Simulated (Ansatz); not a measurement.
Two spin states of I$_{2}$+, each at its own minimum; 2S+1 = 2, 4 were tried, and our sources give no spin for the ground state. No spin–orbit coupling.

```json
[
 {"level": "PBE/def2-TZVPP", "energy of the multiplicity-4 state above the multiplicity-2 state (eV)": "1.150"},
 {"level": "wB97X-V/def2-TZVPP", "energy of the multiplicity-4 state above the multiplicity-2 state (eV)": "1.458"},
 {"level": "CCSD/def2-TZVPP", "energy of the multiplicity-4 state above the multiplicity-2 state (eV)": "1.440"},
 {"level": "CCSD(T)/def2-TZVPP", "energy of the multiplicity-4 state above the multiplicity-2 state (eV)": "1.270"}
]
```

The rows run from 1.150 (PBE/def2-TZVPP) to 1.458 eV (wB97X-V/def2-TZVPP).

Each state is the lowest solution found for its spin in def2 and cc sets.

Correlated levels freeze the inner cores; with def2 sets outer-core shells near the valence are correlated too.

Doubts at one or more of the structures used: other coupled-cluster roots lie near (CCSD/def2-TZVPP, CCSD(T)/def2-TZVPP).

Codes used: Ansatz (Gaussian orbitals). Each number belongs to the level named beside it. In def2 rows elements past Kr take small-core potentials, without spin–orbit coupling.

Ansatz is a first-principles code.
